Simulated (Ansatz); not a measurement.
## Worked example: BH(CH3)(SH) + C5H10S → B(CH3)(SH)2 + C5H10

Species: BH(CH3)(SH), singlet; C5H10S (cyclopentanethiol) `SC1CCCC1`, singlet; B(CH3)(SH)2, singlet; C5H10 (cyclopentane) `C1CCCC1`, singlet. The partners trade H for SH: B–H and C–SH bonds give way to B–SH and C–H.

Shapes, held fixed at every level: PBE0-D4/def2-TZVP. Flexible molecules stand in one conformer, not always the lowest. Programs: Ansatz 0.2.0. Electronic energies: no zero-point or thermal term.

At CCSD(T)/CBS estimate; 1 Eh = 2625.50 kJ/mol:

| species | energy (Eh) |
| --- | --- |
| BH(CH3)(SH) | -463.660898 |
| C5H10S | -594.065881 |
| B(CH3)(SH)2 | -861.478015 |
| C5H10 | -196.291032 |

**Question.** Work out ΔE of the reaction at this level.

**Answer.** 
1. Products less reactants: (-861.478015) + (-196.291032) − [(-463.660898) + (-594.065881)] = -0.042268 Eh = -111.0 kJ/mol.

Other levels give -115.7 (PBE0-D4/def2-TZVPP) to -109.5 kJ/mol (HF/def2-TZVPP). No measured value is set beside it here. The CBS estimate extrapolates MP2 from def2-TZVPP and def2-QZVPP and adds CCSD(T) − MP2 in the triple-zeta set, cores frozen.
